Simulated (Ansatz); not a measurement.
Li5Sn⁻, relaxed as a quintet with UKS r2SCAN-D4/def2-TZVPD in Ansatz, starting from the r2SCAN-D4/def2-TZVPD geometry of the charge -1 singlet. Force threshold 0.02 eV/Å.

In the def2 sets Sn takes a core potential; there is no spin–orbit coupling. The highest occupied level of the charge -1 quintet lies above zero (up to 0.39 eV). It is a level of α spin, whose loss leaves a quartet; that state wasn't run at this geometry and level. The electron is either unbound and held by the finite basis, or the level is raised by self-interaction error. The relaxation made no stability test and no search for a lower SCF solution. At r2SCAN-D4/def2-TZVPD a singlet of charge -1 lies 1.12 eV below the quintet, each at its own geometry. That singlet is doubtful there (restricted singlet, unstable towards broken spin symmetry). The structure comes from a short search, and lower isomers may exist.

Start:

```xyz
6

Li   -1.8687    0.1639    1.6050
Li    1.9227   -0.4502   -1.4860
Li    1.5404    0.9214    1.6993
Li   -1.4822   -1.1907   -1.5688
Li   -0.3045    1.4770   -0.6693
Sn    0.1924   -0.9213    0.4198
```

| step | energy (eV) | largest force component (eV/Å) | SCF passes |
| --- | --- | --- | --- |
| 1 | -6856.9251 | 0.342 | 23 |
| 2 | -6856.9726 | 0.058 | 30 |
| 3 | -6856.9778 | 0.017 | 38 |
| 4 | -6856.9788 | 0.013 | 34 |
| 5 | -6856.9791 | 0.024 | 37 |
| 6 | -6856.9804 | 0.051 | 37 |
| 7 | -6856.9875 | 0.078 | 46 |
| 8 | -6856.9996 | 0.169 | 53 |
| 9 | -6857.0398 | 0.286 | 48 |
| 10 | -6857.1233 | 0.205 | 40 |
| 11 | -6857.1880 | 0.114 | 38 |
| 12 | -6857.2379 | 0.113 | 32 |
| 13 | -6857.2831 | 0.111 | 34 |
| 14 | -6857.3134 | 0.071 | 33 |
| 15 | -6857.3290 | 0.059 | 35 |
| 16 | -6857.3327 | 0.023 | 32 |
| 17 | -6857.3332 | 0.007 | 31 |

Force components are those of the run's own axes.

End:

```xyz
6

Li   -2.660   -0.632    1.159
Li    1.729   -0.283   -1.300
Li    2.567    0.589    1.308
Li   -1.402   -0.911   -1.407
Li   -0.276    1.616   -0.869
Sn    0.042   -0.379    1.111
```

Bonds formed: Li1–Li4, Li2–Li3 (atoms count from 1).

The force fell under the threshold at step 3, but the optimiser went on and released 0.355 eV more. No frequencies were taken in this run, so the end may be a saddle point.

Run time 67 s (4 threads of Arm Neoverse V1 on a shared host).
